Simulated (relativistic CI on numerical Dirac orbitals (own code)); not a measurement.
## Forbidden transitions in Pt XXXIV

Calculated at this level of theory: Dirac-Coulomb-Breit CI, orbitals from a KLI potential per configuration, model QED, unscaled Slater integrals (own radial code, finite nucleus).

Configurations in the expansion (outside the closed core [Ar] 3d10): 4s2.4p6.4d9, 4s2.4p6.4d8.4f, 4s2.4p5.4d10, 4s.4p6.4d10, 4s2.4p5.4d9.4f, 4s.4p6.4d9.4f, 4s2.4p6.4d8.5s, 4s2.4p6.4d7.4f.5s, 4s2.4p6.4d8.5p, 4s2.4p6.4d8.5d, 4s2.4p5.4d9.5s, 4s2.4p6.4d7.5s2, 4s2.4p6.4d6.4f.5s2, 4s2.4p5.4d7.4f.5s2, 4s.4p6.4d7.4f.5s2. Double excitations out of closed p, d and f shells are left out; levels of such configurations are missing from the list, as are those of other unlisted configurations, and high levels can miss mixing partners.

```
λ vac (Å)                         Lower                         Upper  Type   A (s⁻¹)        gf  Branching (%)
   51.423        4s2.4p6.4d9 2D_5/2 [1]   4s2.4p6.4d8.4f 4G°_9/2 [41]    M2  5.93e+03  2.35e-08            9.0
   51.716        4s2.4p6.4d9 2D_5/2 [1]   4s2.4p6.4d8.4f 4F°_9/2 [39]    M2  5.35e+03  2.14e-08            7.7
   52.334        4s2.4p6.4d9 2D_5/2 [1]   4s2.4p6.4d8.4f 2G°_9/2 [35]    M2  5.30e+03  2.18e-08            5.1
   54.564        4s2.4p6.4d9 2D_5/2 [1]   4s2.4p6.4d8.4f 2G°_9/2 [22]    M2  1.31e+03  5.86e-09           28.2
   55.455        4s2.4p6.4d9 2D_5/2 [1]  4s2.4p6.4d8.4f 2H°_11/2 [20]    E3  1.77e+02  9.79e-10            5.8
   55.812        4s2.4p6.4d9 2D_5/2 [1]   4s2.4p6.4d8.4f 2H°_9/2 [17]    M2  8.38e+02  3.91e-09           63.5
   56.426        4s2.4p6.4d9 2D_5/2 [1]   4s2.4p6.4d8.4f 2G°_9/2 [15]    M2  5.32e+04  2.54e-07           98.4
   57.629        4s2.4p6.4d9 2D_5/2 [1]    4s2.4p6.4d8.4f 4F°_9/2 [7]    M2  1.70e+04  8.45e-08           98.3
   423.26    4s2.4p6.4d8.4f 4F°_7/2 [5]   4s2.4p6.4d8.4f 4G°_9/2 [41]    M1  3.58e+03  9.60e-07            5.4
   444.00    4s2.4p6.4d8.4f 4F°_7/2 [5]   4s2.4p6.4d8.4f 4F°_9/2 [39]    M1  2.07e+03  6.11e-07            3.0
   477.50    4s2.4p6.4d8.4f 4F°_9/2 [7]   4s2.4p6.4d8.4f 4G°_9/2 [41]    M1  1.06e+04  3.62e-06           16.1
   494.04    4s2.4p6.4d8.4f 4F°_7/2 [5]   4s2.4p6.4d8.4f 2G°_9/2 [35]    M1  9.67e+03  3.54e-06            9.2
   504.06    4s2.4p6.4d8.4f 4F°_9/2 [7]   4s2.4p6.4d8.4f 4F°_9/2 [39]    M1  5.09e+03  1.94e-06            7.4
   517.68  4s2.4p6.4d8.4f 4H°_11/2 [10]   4s2.4p6.4d8.4f 4G°_9/2 [41]    M1  3.44e+03  1.38e-06            5.2
   525.41   4s2.4p6.4d8.4f 2I°_13/2 [9]  4s2.4p6.4d8.4f 2K°_13/2 [37]    M1  2.43e+04  1.41e-05           66.0
   549.02   4s2.4p6.4d8.4f 4D°_7/2 [11]   4s2.4p6.4d8.4f 4G°_9/2 [41]    M1  2.52e+03  1.14e-06            3.8
   549.04  4s2.4p6.4d8.4f 4H°_11/2 [10]   4s2.4p6.4d8.4f 4F°_9/2 [39]    M1  6.07e+03  2.75e-06            8.8
   556.48        4s2.4p6.4d9 2D_5/2 [1]        4s2.4p6.4d9 2D_3/2 [2]    M1  9.33e+04  1.73e-05           99.9
   568.29  4s2.4p6.4d8.4f 4H°_11/2 [10]  4s2.4p6.4d8.4f 2K°_13/2 [37]    M1  1.12e+03  7.59e-07            3.0
   569.56    4s2.4p6.4d8.4f 4F°_9/2 [7]   4s2.4p6.4d8.4f 2G°_9/2 [35]    M1  1.53e+04  7.42e-06           14.6
   579.97   4s2.4p6.4d8.4f 2G°_9/2 [15]   4s2.4p6.4d8.4f 4G°_9/2 [41]    M1  1.36e+04  6.85e-06           20.7
   584.35   4s2.4p6.4d8.4f 2I°_13/2 [9]  4s2.4p6.4d8.4f 4I°_11/2 [34]    M1  9.30e+04  5.71e-05           87.5
   607.96  4s2.4p6.4d8.4f 4I°_15/2 [13]  4s2.4p6.4d8.4f 2K°_13/2 [37]    M1  6.15e+03  4.77e-06           16.7
   619.62   4s2.4p6.4d8.4f 2G°_9/2 [15]   4s2.4p6.4d8.4f 4F°_9/2 [39]    M1  1.59e+04  9.15e-06           22.9
   627.65  4s2.4p6.4d8.4f 4H°_11/2 [10]   4s2.4p6.4d8.4f 2G°_9/2 [35]    M1  6.86e+04  4.05e-05           65.5
   637.88  4s2.4p6.4d8.4f 4H°_11/2 [10]  4s2.4p6.4d8.4f 4I°_11/2 [34]    M1  3.34e+03  2.44e-06            3.1
   653.96   4s2.4p6.4d8.4f 2H°_9/2 [17]   4s2.4p6.4d8.4f 4G°_9/2 [41]    M1  1.88e+04  1.20e-05           28.6
   674.32   4s2.4p6.4d8.4f 4D°_7/2 [11]   4s2.4p6.4d8.4f 2G°_9/2 [35]    M1  2.97e+03  2.02e-06            2.8
   678.42  4s2.4p6.4d8.4f 4H°_13/2 [16]  4s2.4p6.4d8.4f 2K°_13/2 [37]    M1  3.55e+03  3.43e-06            9.7
   704.81   4s2.4p6.4d8.4f 2H°_9/2 [17]   4s2.4p6.4d8.4f 4F°_9/2 [39]    M1  6.35e+03  4.73e-06            9.2
   745.72   4s2.4p6.4d8.4f 2F°_7/2 [19]   4s2.4p6.4d8.4f 4F°_9/2 [39]    M1  5.35e+03  4.46e-06            7.7
   767.04  4s2.4p6.4d8.4f 2H°_11/2 [20]   4s2.4p6.4d8.4f 4F°_9/2 [39]    M1  1.48e+04  1.30e-05           21.3
   780.00  4s2.4p6.4d8.4f 4H°_13/2 [16]  4s2.4p6.4d8.4f 4I°_11/2 [34]    M1  2.85e+03  3.12e-06            2.7
   805.14  4s2.4p6.4d8.4f 2H°_11/2 [20]  4s2.4p6.4d8.4f 2K°_13/2 [37]    M1  1.58e+03  2.15e-06            4.3
   839.86   4s2.4p6.4d8.4f 2H°_9/2 [17]   4s2.4p6.4d8.4f 2G°_9/2 [35]    M1  2.25e+03  2.38e-06            2.1
   865.56    4s2.4p6.4d8.4f 4F°_9/2 [7]  4s2.4p6.4d8.4f 4G°_11/2 [24]    M1  5.45e+02  7.34e-07           12.8
   1007.2  4s2.4p6.4d8.4f 4H°_11/2 [10]  4s2.4p6.4d8.4f 4G°_11/2 [24]    M1  1.79e+03  3.27e-06           41.9
   1025.9    4s2.4p6.4d8.4f 4F°_9/2 [7]   4s2.4p6.4d8.4f 2G°_9/2 [22]    M1  4.04e+02  6.38e-07            8.7
   1231.1  4s2.4p6.4d8.4f 4H°_11/2 [10]   4s2.4p6.4d8.4f 2G°_9/2 [22]    M1  4.36e+02  9.90e-07            9.4
   1253.8   4s2.4p6.4d8.4f 4G°_7/2 [25]   4s2.4p6.4d8.4f 4F°_9/2 [39]    M1  6.63e+03  1.56e-05            9.6
   1424.5   4s2.4p6.4d8.4f 4D°_7/2 [11]   4s2.4p6.4d8.4f 2G°_9/2 [22]    M1  1.57e+03  4.77e-06           33.6
   1470.2    4s2.4p6.4d8.4f 4F°_9/2 [7]  4s2.4p6.4d8.4f 2H°_11/2 [20]    M1  1.27e+03  4.95e-06           41.8
   1512.3   4s2.4p6.4d8.4f 2I°_13/2 [9]  4s2.4p6.4d8.4f 2H°_11/2 [20]    M1  9.64e+02  3.97e-06           31.7
   1694.2   4s2.4p6.4d8.4f 2H°_9/2 [17]  4s2.4p6.4d8.4f 4G°_11/2 [24]    M1  1.55e+03  7.99e-06           36.3
   1931.8  4s2.4p6.4d8.4f 4H°_11/2 [10]  4s2.4p6.4d8.4f 2H°_11/2 [20]    M1  5.99e+02  4.02e-06           19.7
```

Terms are leading LS components. Brackets give the number of a level in order of energy, since labels repeat. The list gives strong lines, with weight on those to low levels, among the lowest 200 of 2742 levels, so that lines to higher ones, which can be the strongest, are missing. Levels whose partners in the same complex of configurations lie outside the list can be far off, and so can their lines. Rates are taken at the computed energies, electric ones in the length gauge.

At this charge energies of transitions that change n are usually good to better than 1 %, and those within a shell (Δn = 0) to a few per cent.

LS names give the leading component of a level, which can be under half, so a name can repeat, a term be missing and a line seem to break the LS rules.
